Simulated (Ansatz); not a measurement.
Mulliken charges of C2H4OSeSi, SMILES `O=C([SiH3])C=[Se]` from r2SCAN/def2-TZVPP in Ansatz (PBE0-D4/def2-TZVP geometry).

| atom | x (Å) | y (Å) | z (Å) | charge (e) |
| --- | --- | --- | --- | --- |
| O1 | -0.825 | -1.712 | 0.569 | -0.270 |
| C2 | -0.509 | -0.596 | 0.218 | 0.171 |
| Si3 | 1.351 | -0.133 | -0.092 | 0.249 |
| C4 | -1.575 | 0.424 | 0.026 | -0.096 |
| Se5 | -1.215 | 2.056 | -0.487 | -0.014 |
| H6 | 1.570 | 0.263 | -1.505 | -0.048 |
| H7 | 2.094 | -1.381 | 0.206 | -0.054 |
| H8 | 1.789 | 0.949 | 0.822 | -0.049 |
| H9 | -2.591 | 0.083 | 0.225 | 0.112 |

Question: By hand: the dipole of these point charges (1 e Å = 4.8032 D).

Answer: Σ q r = (0.074, 0.282, -0.089) e Å, of length 0.305 e Å = 1.46 D.

Question: How does the dipole of the full density compare? (Best estimate.)

Answer: Ansatz gave: (-0.026, 0.277, -0.076) e Å, 1.39 D; the point charges give 1.05 times that, at 19° from its direction.

Point charges leave out the atoms' own dipoles, such as those of lone pairs, and Mulliken's split depends on the basis, so the two needn't agree.
